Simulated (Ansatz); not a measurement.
Geometry optimisation, RKS PBE-D4/def2-SVP in Ansatz 0.2.0.

Input file:

```yaml
crystal:
  periodic: [false, false, false]
  atoms:
    - { symbol: S, position_ang: [1.0926, -0.9649, 1.3116] }
    - { symbol: Sn, position_ang: [-0.3142, 0.454, -0.1514] }
    - { symbol: H, position_ang: [1.0996, -1.9373, 0.3192] }
    - { symbol: H, position_ang: [-1.7092, -0.3878, -0.5597] }
    - { symbol: H, position_ang: [0.5823, 0.804, -1.6331] }
    - { symbol: H, position_ang: [-0.709, 1.968, 0.6671] }
basis:
  gaussian: { orbitals: def2-SVP }
hamiltonian:
  xc: pbe
  dispersion: d4
relax:
  f_tol: 0.015
  max_steps: 40
```

Command:

```bash
$ ansatz run input.yaml --threads 1 --pin off --max-ram 2048MiB --backend cpu --events-out ev --progress --plain --runs-dir out
```

Task: Where does it end, and by what steps?

Result: The forces met the threshold. After 4 steps the energy has fallen by 0.066 eV; H6 moved furthest, 0.12 Å.

```csv
step,energy less start (eV),largest force component (eV/Å),accepted
0,0.0000,0.763,yes
1,-0.0458,0.402,yes
2,-0.0634,0.160,yes
3,-0.0651,0.083,yes
4,-0.0661,0.007,yes
```

```xyz
6
Properties=species:S:1:pos:R:3
S 1.054 -0.918 1.289
Sn -0.316 0.458 -0.202
H 1.152 -1.937 0.389
H -1.780 -0.374 -0.593
H 0.564 0.826 -1.644
H -0.633 1.882 0.715
```

Time of the run: 4.8 s on 1 thread of AMD EPYC 9R14 (Zen 4), on a shared host, peak memory 0.13 GiB.
